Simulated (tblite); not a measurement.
Species: C₇H₇O (doublet state).
SMILES with atom numbers: `[OH:1][CH2:2][c:3]1[cH:4][c:5][cH:6][cH:7][cH:8]1` (hydrogens: H9 on O1; H10, H11 on C2; H12 on C4; H13 on C6; H14 on C7; H15 on C8)
Bond orders are those of one Lewis drawing.

Computed with GFN2-xTB (tblite), gas phase: L-BFGS steps from a force-field or distance-geometry start until the largest atomic force falls under 0.01 eV/Å.

Step 36: E = -612.1905 eV
```
atom  x, y, z in Å  |  force x, y, z in eV/Å
O1     -2.4349   -0.9246    0.5393   -0.033  -0.018  -0.028
C2     -1.8702   -0.1485   -0.4987   -0.007  -0.015   0.011
C3     -0.4072    0.1131   -0.2475    0.005   0.005  -0.004
C4      0.0022    1.3576    0.2415    0.011   0.013  -0.009
C5      1.3162    1.5113    0.5651    0.014   0.008  -0.024
C6      2.2722    0.5479    0.4357   -0.002  -0.007  -0.005
C7      1.8660   -0.6825   -0.0804   -0.002  -0.005   0.010
C8      0.5384   -0.8914   -0.4052    0.002  -0.002   0.007
H9     -2.2594   -0.4893    1.3811   -0.012   0.007  -0.001
H10    -2.0126   -0.7356   -1.4094    0.019  -0.008   0.000
H11    -2.4130    0.8023   -0.6060    0.000  -0.008   0.005
H12    -0.7165    2.1579    0.3435    0.012   0.014   0.047
H13     3.3005    0.7151    0.7182   -0.005   0.001  -0.024
H14     2.5917   -1.4715   -0.2188    0.002   0.009   0.020
H15     0.2223   -1.8539   -0.7805   -0.005   0.005  -0.006
```

Step 37: E = -612.1909 eV
```
atom  x, y, z in Å  |  force x, y, z in eV/Å
O1     -2.4337   -0.9266    0.5391   -0.043  -0.028  -0.035
C2     -1.8696   -0.1487   -0.4975   -0.010  -0.016   0.005
C3     -0.4070    0.1129   -0.2466    0.010   0.013  -0.017
C4      0.0022    1.3586    0.2394    0.019   0.008   0.019
C5      1.3163    1.5116    0.5624    0.027   0.012  -0.014
C6      2.2718    0.5474    0.4360    0.006  -0.004  -0.028
C7      1.8663   -0.6832   -0.0803   -0.003  -0.004   0.018
C8      0.5386   -0.8916   -0.4058    0.005   0.001   0.012
H9     -2.2660   -0.4887    1.3808   -0.006   0.012   0.008
H10    -2.0101   -0.7343   -1.4093    0.010  -0.017  -0.004
H11    -2.4132    0.8015   -0.6043   -0.001  -0.004   0.007
H12    -0.7156    2.1591    0.3464    0.008   0.006   0.030
H13     3.3008    0.7154    0.7161   -0.011   0.000  -0.017
H14     2.5931   -1.4718   -0.2164   -0.009   0.012   0.015
H15     0.2217   -1.8537   -0.7821   -0.002   0.009   0.000
```

**Question.** Estimate the geometry and energy of step 38. (The exact step hangs on the optimiser's Hessian estimate; all steps are aligned on step 37, rigid shifts and turns removed.)

**Answer.** E = -612.1912 eV, largest force 0.049 eV/Å
```
atom  x, y, z in Å  |  force x, y, z in eV/Å
O1     -2.4349   -0.9281    0.5387   -0.036  -0.021  -0.026
C2     -1.8695   -0.1494   -0.4963   -0.007  -0.012  -0.003
C3     -0.4068    0.1128   -0.2456    0.010   0.018  -0.019
C4      0.0026    1.3595    0.2378    0.019   0.002   0.037
C5      1.3169    1.5122    0.5595    0.030   0.014  -0.005
C6      2.2716    0.5471    0.4360    0.012   0.003  -0.041
C7      1.8664   -0.6837   -0.0799   -0.005  -0.003   0.020
C8      0.5387   -0.8918   -0.4059    0.002   0.005   0.012
H9     -2.2707   -0.4889    1.3807   -0.008   0.005   0.001
H10    -2.0078   -0.7338   -1.4090    0.003  -0.021  -0.006
H11    -2.4132    0.8008   -0.6031   -0.002  -0.003   0.007
H12    -0.7142    2.1606    0.3490    0.006  -0.003   0.017
H13     3.3009    0.7155    0.7144   -0.007   0.000  -0.011
H14     2.5941   -1.4717   -0.2142   -0.014   0.006   0.011
H15     0.2216   -1.8531   -0.7843   -0.001   0.010   0.007
```

The energy changes by -0.0003 eV. The first-order estimate −F·Δx gives -0.0004 eV and the mean of the old and new forces, exact on a quadratic surface, -0.0003 eV. The step makes an angle of 66° with the force vector and moves no atom by more than 0.005 Å.

What follows is the cost of the whole relaxation. On one thread of an Arm Neoverse V2, shared host with 96 logical CPUs at a one-minute load of 34, this took 0.29 s of wall time.
